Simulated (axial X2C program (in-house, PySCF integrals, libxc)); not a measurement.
**Spin–orbit effects down a group: molecules with Br, PBE0**

Computed with an in-house all-electron X2C program for linear molecules (integrals from PySCF), spin-free (one-electron X2C) or two-component (2c: spin–orbit coupling with atomic mean-field Coulomb and Gaunt terms, which also bring small scalar terms), in Dyall basis sets with cores contracted in-house; open shells are unrestricted.

Basis sets: Br dyall-cv3z, Ge dyall-cv3z, Si dyall-v3z, Sn dyall-cv3z.

| molecule | spin-free state | Re (Å) | ωe (cm⁻¹) | De (eV) | 2c state | Re 2c (Å) | ωe 2c (cm⁻¹) | De 2c (eV) |
| --- | --- | --- | --- | --- | --- | --- | --- | --- |
| SiBr | M_S = 1/2, Λ = 1 | 2.233 | 421.3 | 3.82 | Ω = 1/2 | 2.233 | 421.5 | 3.75 |
| GeBr | M_S = 1/2, Λ = 1 | 2.321 | 293.5 | 3.62 | Ω = 1/2 | 2.322 | 293.1 | n/a |
| SnBr | M_S = 1/2, Λ = 1 | 2.515 | 244.0 | 3.51 | Ω = 1/2 | 2.518 | 242.3 | n/a |

Each entry is the lowest single determinant of a limited PBE0 search at one distance. De goes to single-determinant-based atoms at the same level (for ions the charge split of lowest energy) and is withheld (n/a) where an atom does not fit its ground term or J level. Main or longest-lived isotopes. Some light 2c atoms are not at their ground J level, so De misses part of their lowering (0.04 eV or less). The functionals have no current term, which raises determinants with orbital currents.
